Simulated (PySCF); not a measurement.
# Exercise with solution: chemical shift, span and skew from a shielding tensor

B(F)(NH2)(NMe2) (C2H8BFN2), SMILES CN(B(F)N)C. Atoms are numbered in the order given.

```xyz
14

B      0.6090    -0.4595     0.1339
F      1.5201    -0.6286    -0.8556
N      0.8371    -1.1637     1.3405
H      0.2031    -1.1953     2.1249
H      1.6573    -1.7454     1.4471
N     -0.4889     0.4069    -0.1132
C     -0.7190     1.0015    -1.4127
C     -1.5012     0.7115     0.8688
H     -1.6778     0.6630    -1.8531
H     -0.7615     2.1063    -1.3500
H      0.0894     0.7278    -2.1017
H     -1.6674     1.8031     0.9437
H     -2.4797     0.2514     0.6240
H     -1.2048     0.3629     1.8680
```
Charge 0, spin multiplicity 1.

Geometry: B3LYP-D3(BJ)/def2-SVP. One conformer was computed; it need not be the lowest.

GIAO shieldings from PBE/pcSseg-1 (PySCF), non-relativistic, no solvent. The symmetric part of the tensor of N3 has the principal values 184.8, 209.1, 250.5 ppm. The same nucleus in NH3 has σ = 267.0 ppm at this level (PySCF, at its B3LYP-D3(BJ)/def2-TZVP geometry).

Q: Work out the isotropic shielding, the ¹⁵N shift against NH3, the span and the skew.

A: 
σ(iso) = (σ11 + σ22 + σ33)/3 = 214.8 ppm. δ = σ(ref) − σ(iso) = 267.0 − (214.8) = 52.2 ppm.
Span Ω = σ33 − σ11 = 65.7 ppm. Skew κ = 3(σ(iso) − σ22)/Ω = 0.26. Tumbling in solution averages the tensor to δ; in a static solid the shielding alone would spread this spin-1/2 line over Ω.
